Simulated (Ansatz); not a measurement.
`C=NB[SeH]` and `C=NBCCl` differ in one atom or group.

Ansatz, PBE0-D4/def2-TZVP geometries, multiplicity 1. Each molecule was computed in one conformer, which needn't be the lowest.

Scalar relativity is left out up to krypton.

```csv
property,`C=NB[SeH]`
HOMO–LUMO gap (PBE/def2-TZVPP) / eV,3.21
HOMO–LUMO gap (ωB97M-V/def2-TZVPP) / eV,9.63
HOMO energy (ωB97M-V/def2-TZVPP) / eV,-8.77
HOMO energy (PBE0/def2-TZVPP) / eV,-6.66
LUMO energy (PBE/def2-TZVPP) / eV,-2.34
HOMO energy (PBE/def2-TZVPP) / eV,-5.54
```

(1) Give the same properties after the change, and the shifts. (Estimate.)

Results:

(1) Computed: 
```tsv
property	`C=NBCCl`	shift
HOMO–LUMO gap (PBE/def2-TZVPP) / eV	4.40	1.19
HOMO–LUMO gap (ωB97M-V/def2-TZVPP) / eV	11.30	1.67
HOMO energy (ωB97M-V/def2-TZVPP) / eV	-10.17	-1.40
HOMO energy (PBE0/def2-TZVPP) / eV	-7.88	-1.22
LUMO energy (PBE/def2-TZVPP) / eV	-2.13	0.21
HOMO energy (PBE/def2-TZVPP) / eV	-6.53	-0.99
```

With PBE0 the HOMO falls by 1.22 eV and the LUMO rises by 0.25 eV, so the gap widens by about 1.47 eV. PBE moves the HOMO by -0.99 eV and ωB97M-V by -1.40 eV.

Spin–orbit coupling is left out; it splits and shifts lone-pair levels of the heavy atoms by tenths of an eV.
